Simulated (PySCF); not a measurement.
C3H9S (SMILES C[S+](C)C), charge +1, singlet, at a GFN2-xTB geometry; BLYP/6-31G* in PySCF.

Here is a job for PySCF.
```python
from pyscf import gto, scf, dft

mol = gto.Mole()
mol.atom = '''
    C    -0.32699695    1.59266303   -0.02416814
    S    -0.12707996   -0.11706004    0.53302143
    C     1.56698729   -0.43396355   -0.01769474
    C    -1.04842027   -0.98223421   -0.76165445
    H    -0.05112509    1.69483052   -1.06929569
    H     0.30089571    2.22944413    0.59322410
    H    -1.36509273    1.88020121    0.11932921
    H     1.69089796   -0.16919250   -1.06334168
    H     1.78324231   -1.48862275    0.13008982
    H     2.24278175    0.15156102    0.59986122
    H    -0.71466601   -0.67347343   -1.74761082
    H    -0.89831297   -2.05076003   -0.63268579
    H    -2.10476197   -0.75981919   -0.63680928
'''
mol.basis = '6-31g*'
mol.charge = 1
mol.verbose = 4
mol.build()

mf = dft.RKS(mol)
mf.xc = 'blyp'
mf.grids.radi_method = dft.radi.gauss_chebyshev
mf.kernel()
```

What the program printed (banner, timings and long lists left out):

```
PySCF version 2.14.0

[INPUT] verbose = 4
[INPUT] num. atoms = 13
[INPUT] num. electrons = 42
[INPUT] charge = 1
[INPUT] spin (= nelec alpha-beta = 2S) = 0
[INPUT] symmetry False subgroup None
[INPUT] Mole.unit = angstrom
[INPUT] Symbol           X                Y                Z      unit          X                Y                Z       unit  Magmom
[INPUT]  1 C     -0.326996950000   1.592663030000  -0.024168140000 AA   -0.617934679068   3.009696935420  -0.045671165540 Bohr   0.0
[INPUT]  2 S     -0.127079960000  -0.117060040000   0.533021430000 AA   -0.240146320321  -0.221211415731   1.007264521224 Bohr   0.0
[INPUT]  3 C      1.566987290000  -0.433963550000  -0.017694740000 AA    2.961176818774  -0.820072257544  -0.033438212445 Bohr   0.0
[INPUT]  4 C     -1.048420270000  -0.982234210000  -0.761654450000 AA   -1.981227173743  -1.856153647079  -1.439318312056 Bohr   0.0
[INPUT]  5 H     -0.051125090000   1.694830520000  -1.069295690000 AA   -0.096612418194   3.202765510354  -2.020676000278 Bohr   0.0
[INPUT]  6 H      0.300895710000   2.229444130000   0.593224100000 AA    0.568610483957   4.213038815719   1.121031079492 Bohr   0.0
[INPUT]  7 H     -1.365092730000   1.880201210000   0.119329210000 AA   -2.579651394335   3.553065345976   0.225499525561 Bohr   0.0
[INPUT]  8 H      1.690897960000  -0.169192500000  -1.063341680000 AA    3.195334048986  -0.319727487330  -2.009424552035 Bohr   0.0
[INPUT]  9 H      1.783242310000  -1.488622750000   0.130089820000 AA    3.369839579637  -2.813089300297   0.245834131394 Bohr   0.0
[INPUT] 10 H      2.242781750000   0.151561020000   0.599861220000 AA    4.238243264673   0.286408818960   1.133573418547 Bohr   0.0
[INPUT] 11 H     -0.714666010000  -0.673473430000  -1.747610820000 AA   -1.350523029436  -1.272680334871  -3.302505822127 Bohr   0.0
[INPUT] 12 H     -0.898312970000  -2.050760030000  -0.632685790000 AA   -1.697565487445  -3.875374803905  -1.195602866004 Bohr   0.0
[INPUT] 13 H     -2.104761970000  -0.759819190000  -0.636809280000 AA   -3.977423680700  -1.435850173289  -1.203395132781 Bohr   0.0

nuclear repulsion = 187.77804172004
number of shells = 44
number of NR pGTOs = 168
number of NR cGTOs = 78
basis = 6-31g*
ecp = {}

******** <class 'pyscf.dft.rks.RKS'> ********
method = RKS
initial guess = minao
damping factor = 0
level_shift factor = 0
DIIS = <class 'pyscf.scf.diis.CDIIS'>
diis_start_cycle = 1
diis_space = 8
diis_damp = 0
SCF conv_tol = 1e-09
SCF conv_tol_grad = None
SCF max_cycles = 50
direct_scf = True
direct_scf_tol = 1e-13
XC library pyscf.dft.libxc version 7.1.2
    S. Lehtola, C. Steigemann, M. J. T. Oliveira, and M. A. L. Marques,  SoftwareX 7, 1–5 (2018)
XC functionals = blyp
    A. D. Becke,  Phys. Rev. A 38, 3098 (1988)
    C. Lee, W. Yang, and R. G. Parr,  Phys. Rev. B 37, 785 (1988)
    B. Miehlich, A. Savin, H. Stoll, and H. Preuss,  Chem. Phys. Lett. 157, 200 (1989)
radial grids: Gauss-Chebyshev [JCP 108, 3226 (1998); DOI:10.1063/1.475719) radial grids
becke partition: Becke, JCP 88, 2547 (1988); DOI:10.1063/1.454033
pruning grids: <function nwchem_prune>
grids dens level: 3
symmetrized grids: False
atomic radii adjust function: <function treutler_atomic_radii_adjust>
small_rho_cutoff = 0
Set gradient conv threshold to 3.16228e-05
Initial guess from minao.
tot grids = 146376
init E= -517.846253467556
  HOMO = -0.31363642567625  LUMO = -0.0389817828896025  gap/eV = 7.47373
cycle= 1 E= -517.485101302383  delta_E= 0.361  |g|= 0.503  |ddm|= 3.12
  HOMO = -0.48896722449077  LUMO = -0.211639734256054  gap/eV = 7.54647
cycle= 2 E= -517.388234747197  delta_E= 0.0969  |g|= 0.764  |ddm|= 1.15
  HOMO = -0.475102681692831  LUMO = -0.203119001947596  gap/eV = 7.40105
cycle= 3 E= -517.550454365579  delta_E= -0.162  |g|= 0.0549  |ddm|= 0.79
  HOMO = -0.480929287155411  LUMO = -0.207233118126503  gap/eV = 7.44765
cycle= 4 E= -517.551370040405  delta_E= -0.000916  |g|= 0.0102  |ddm|= 0.094
  HOMO = -0.479978456038606  LUMO = -0.206084167027045  gap/eV = 7.45304
cycle= 5 E= -517.551402410809  delta_E= -3.24e-05  |g|= 0.00215  |ddm|= 0.0174
  HOMO = -0.480154219096088  LUMO = -0.20635862238902  gap/eV = 7.45036
cycle= 6 E= -517.551403668641  delta_E= -1.26e-06  |g|= 0.000628  |ddm|= 0.00302
  HOMO = -0.480051512356261  LUMO = -0.206264588180554  gap/eV = 7.45012
cycle= 7 E= -517.551403782348  delta_E= -1.14e-07  |g|= 8.01e-05  |ddm|= 0.000939
  HOMO = -0.480066422767642  LUMO = -0.206278790015964  gap/eV = 7.45014
cycle= 8 E= -517.551403784309  delta_E= -1.96e-09  |g|= 6.02e-06  |ddm|= 0.000108
  HOMO = -0.480065809824575  LUMO = -0.206278542539451  gap/eV = 7.45013
cycle= 9 E= -517.551403784325  delta_E= -1.55e-11  |g|= 8.88e-07  |ddm|= 8.83e-06
  HOMO = -0.480065842230067  LUMO = -0.206278566924469  gap/eV = 7.45013
Extra cycle  E= -517.551403784322  delta_E= 2.05e-12  |g|= 1.35e-06  |ddm|= 2.27e-06
converged SCF energy = -517.551403784322
```
